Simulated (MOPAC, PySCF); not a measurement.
C₁₀H₈BF, SMILES `c12cc(B)cc-2cc(F)ccc1`, neutral singlet in the gas phase. 

Cartesian coordinates (Å):
SMILES: c1(cccc2-c(cc(c2)B)c1)F
```xyz
20

B     -3.7968    -0.3366    -0.2100
C     -2.2686    -0.1978    -0.1282
C     -1.4804     0.7907    -0.7826
C     -0.1274     0.5974    -0.4698
C      0.9420     1.3701    -0.9256
C      2.3058     1.2294    -0.6512
C      2.9428     0.2774     0.1505
C      2.3906    -0.7741     0.8816
F      3.2835    -1.5255     1.5622
C      1.0612    -1.1708     1.0196
C     -0.0690    -0.5959     0.4441
C     -1.3913    -1.0343     0.6151
H     -4.4460     0.4347    -0.8757
H     -4.3629    -1.2185     0.3907
H     -1.8670     1.5789    -1.4289
H      0.6710     2.1987    -1.5884
H      2.9681     1.9589    -1.1241
H      4.0314     0.3453     0.2328
H      0.9077    -2.0426     1.6631
H     -1.6948    -1.8854     1.2248
```
Charge 0, multiplicity 1.

All levels are single points at this geometry (B3LYP-D3(BJ)/def2-SVP); Pople sets use spherical d functions. Orbital energies aren't observables, and empty levels follow the basis.

TPSSh-D3(BJ)/def2-TZVP in PySCF gives dipole (D) = 2.61.

Question: Estimate the dipole (D) from each of these levels: PBE-D3(BJ)/def2-TZVP in PySCF; B3LYP/3-21G in PySCF; B3LYP/6-311+G** in PySCF; BP86/6-31G* in PySCF; M06-2X/6-31G* in PySCF; PBE/6-31G* in PySCF; HF/3-21G in PySCF; HF/6-31G* in PySCF; AM1 in MOPAC; PM3 in MOPAC; PM6 in MOPAC; PM7 in MOPAC.

Answer: 
| level | dipole (D) |
|---|---|
| PBE-D3(BJ)/def2-TZVP in PySCF | 2.76 |
| B3LYP/3-21G in PySCF | 2.87 |
| B3LYP/6-311+G** in PySCF | 2.51 |
| BP86/6-31G* in PySCF | 2.89 |
| M06-2X/6-31G* in PySCF | 2.50 |
| PBE/6-31G* in PySCF | 2.90 |
| HF/3-21G in PySCF | 2.65 |
| HF/6-31G* in PySCF | 2.47 |
| AM1 in MOPAC | 2.00 |
| PM3 in MOPAC | 2.98 |
| PM6 in MOPAC | 2.05 |
| PM7 in MOPAC | 2.01 |
